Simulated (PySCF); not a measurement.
## How the method moves the HOMO and LUMO of `CN[SiH](O)O`

Compound: CH7NO2Si.
Z-matrix (Å and degrees, PBE0-D3(BJ)/def2-SVP geometry), rows numbered from 1:
```
C 
N   1  1.4425
Si  2  1.7116  1  126.56
O   3  1.6578  2  111.37  1  -118.02
O   3  1.6674  2  113.71  1   126.50
H   1  1.1050  2  112.88  3   112.16
H   1  1.1052  2  112.61  3  -125.87
H   1  1.1008  2  109.78  3    -6.89
H   2  1.0145  1  114.17  3  -167.37
H   3  1.4889  2  105.31  1     4.02
H   4  0.9621  3  114.30  2  -138.75
H   5  0.9609  3  115.86  2   -46.37
```

Basis pcSseg-2 throughout (PySCF), one geometry. One conformer (not necessarily the lowest) at the PBE0-D3(BJ)/def2-SVP geometry, without solvent, vibrations or thermal averaging.

Q: How do the orbital energies, the gap and the dipole change with the method?

A: 
| method | kind | HOMO (eV) | LUMO (eV) | gap (eV) | μ (D) | SCF cycles |
| --- | --- | --- | --- | --- | --- | --- |
| BLYP | GGA | -5.50 | -0.37 | 5.14 | 1.72 | 15 |
| OPBE | GGA | -5.56 | -0.16 | 5.40 | 1.67 | 16 |
| B97-D | GGA | -5.60 | -0.18 | 5.43 | 1.70 | 15 |
| PBE | GGA | -5.62 | -0.32 | 5.30 | 1.71 | 15 |
| BP86 | GGA | -5.72 | -0.21 | 5.51 | 1.72 | 15 |
| KT3 | GGA | -5.72 | -0.50 | 5.23 | 1.66 | 16 |
| KT2 | GGA | -5.73 | -0.35 | 5.38 | 1.69 | 16 |
| LDA | LDA | -5.75 | -0.42 | 5.33 | 1.78 | 15 |
| B97-2 | global hybrid | -6.74 | 0.49 | 7.22 | 1.75 | 14 |
| B3LYP | global hybrid | -6.78 | 0.11 | 6.89 | 1.77 | 14 |
| PBE0 | global hybrid | -7.01 | 0.46 | 7.46 | 1.77 | 13 |
| mPW1PW91 | global hybrid | -7.03 | 0.45 | 7.48 | 1.76 | 13 |
| BHandHLYP | global hybrid | -8.33 | 0.97 | 9.30 | 1.82 | 13 |
| CAM-B3LYP | range-separated hybrid | -8.44 | 1.11 | 9.55 | 1.81 | 13 |
| wB97X-D | range-separated hybrid | -8.91 | 2.18 | 11.09 | 1.79 | 13 |
| LC-wPBE | range-separated hybrid | -9.82 | 2.30 | 12.12 | 1.82 | 14 |
| HF | Hartree–Fock | -10.44 | 2.62 | 13.06 | 1.86 | 10 |

The HOMO spans 4.93 eV, from BLYP down to HF, and the gap runs from 5.14 eV (BLYP) to 13.06 eV (HF). Over the methods BLYP (0 %), OPBE (0 %), B97-D (0 %), PBE (0 %), BP86 (0 %), KT3 (0 %), KT2 (0 %), LDA (0 %), B97-2 (21 %), B3LYP (20 %), PBE0 (25 %), mPW1PW91 (25 %), BHandHLYP (50 %), HF (100 %), a straight line through the gap against the share of exact exchange rises by 0.78 eV for each 10 % (correlation coefficient 0.998). The dipole ranges from 1.66 D (KT3) to 1.86 D (HF). This basis has no diffuse functions.

The vertical ΔSCF ionisation energy at wB97X-D/def2-SVPD is 9.32 eV; −ε(HOMO) comes closest to it with wB97X-D (8.91 eV).
